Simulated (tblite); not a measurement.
C7H14N3 (charge +1).
Structure used (GFN2-xTB), in Å, numbered top down from 1:
```
atom  x, y, z in Å
C1     2.878    0.286    0.794
C2     2.445   -1.008    0.118
C3     1.776   -0.778   -1.245
N4     0.533   -0.069   -1.093
C5     0.335    1.264   -1.048
C6    -1.011    1.426   -0.822
N7    -1.514    0.177   -0.752
C8    -2.877   -0.219   -0.494
C9    -3.190   -0.142    0.997
N10   -0.581   -0.709   -0.912
H11    2.026    0.910    1.058
H12    3.414    0.057    1.710
H13    3.544    0.854    0.150
H14    3.318   -1.635   -0.055
H15    1.761   -1.561    0.764
H16    2.432   -0.194   -1.893
H17    1.549   -1.737   -1.713
H18    1.117    1.983   -1.184
H19   -1.605    2.310   -0.720
H20   -3.542    0.437   -1.060
H21   -2.983   -1.246   -0.850
H22   -2.539   -0.804    1.561
H23   -3.078    0.873    1.371
H24   -4.217   -0.454    1.159
```

All values are computed: GFN2-xTB (tblite) harmonic vibrations without scaling, gas phase. Against measured fundamentals such values can be off by several per cent, at times by over 20. One conformer, not necessarily the lowest.

Harmonic wavenumbers (cm⁻¹): 33.9, 39.7, 92.3, 124.2, 158.7, 192.2, 245.4, 266.6, 315.5, 390.9, 396.1, 454.4, 632.9, 648.5, 696.9, 712.5, 824.4, 825.1, 827.1, 834.9, 900.3, 922.9, 983.4, 1014.5, 1036.5, 1068.7, 1077.8, 1086.8, 1103.6, 1104.4, 1117.1, 1139.0, 1195.6, 1216.3, 1241.3, 1296.4, 1297.7, 1324.2, 1351.8, 1391.6, 1397.7, 1410.6, 1418.7, 1425.8, 1426.3, 1442.6, 1470.4, 1475.6, 1478.9, 1491.1, 1494.5, 1504.2, 2994.4, 2994.5, 3004.9, 3008.6, 3012.8, 3018.4, 3030.5, 3045.1, 3055.8, 3059.9, 3067.9, 3076.7, 3190.3, 3203.9.

A = 2705, B = 743.2, C = 722.3 MHz; mass 140.119 u (most abundant isotopes); point group C1, symmetry number 1.

Task: Zero-point energy?

Result: ½Σν̃ = 45891 cm⁻¹ = 548.98 kJ/mol.

Task: What is S at 298.15 K and 1 bar for an ideal gas of classical rigid rotors and harmonic oscillators?

Result: Translation 170.50, rotation 124.61, vibration 139.11: S = 434.2 J/(mol K).

Task: And Cp and H(298.15 K) − H(0)?

Result: Cp = 172.87 J/(mol K), of which vibrations give 139.61 (their classical limit is 66 R = 548.8); H(298.15 K) − H(0) = 30.79 kJ/mol without the zero-point energy, 20.88 from vibrations.

Task: What must be added to the electronic energy to get the Gibbs energy at 298.15 K and 1 bar?

Result: ZPE + [H(298.15 K) − H(0)] − T·S = 548.98 + 30.79 − 129.46 = 450.31 kJ/mol.

Task: Blend soft modes into free rotors: weight 1/[1 + (100 cm⁻¹/ν̃)⁴] for the oscillator and the rest for a rotor with moment μB/(μ + B), μ = h/(8π²ν), B = 10⁻⁴⁴ kg m². What vibrational entropy results?

Result: 124.00 J/(mol K) in place of 139.11, which changes −T·S at 298.15 K by +4.51 kJ/mol.

Task: Which modes carry the vibrational entropy at 298.15 K?

Result: 33.9 cm⁻¹: 23.38; 39.7 cm⁻¹: 22.07; 92.3 cm⁻¹: 15.11; 124.2 cm⁻¹: 12.69; 158.7 cm⁻¹: 10.73; 192.2 cm⁻¹: 9.23 J/(mol K); the other 60 give 45.90 together.

Task: How do the functions run with temperature in this model?

Result: 
```csv
T (K),S (J/(mol K)),Cp (J/(mol K)),H − H(0) (kJ/mol),G − H(0) (kJ/mol),ln q(vib)
150,343.2,103.8,10.59,-40.89,4.04
250,406.1,147.8,23.08,-78.44,6.95
400,492.7,227.5,51.20,-145.88,11.20
600,602.9,316.9,106.15,-255.58,16.94
900,749.2,403.4,215.31,-459.00,25.43
```

q(vib) and H(0) count from the zero-point level.

Hindered rotation and anharmonicity are outside this model. Other conformers, if any are populated, would add a mixing term that is left out. The structure is chiral; the term R ln 2 for an equal mix with its mirror image is left out.
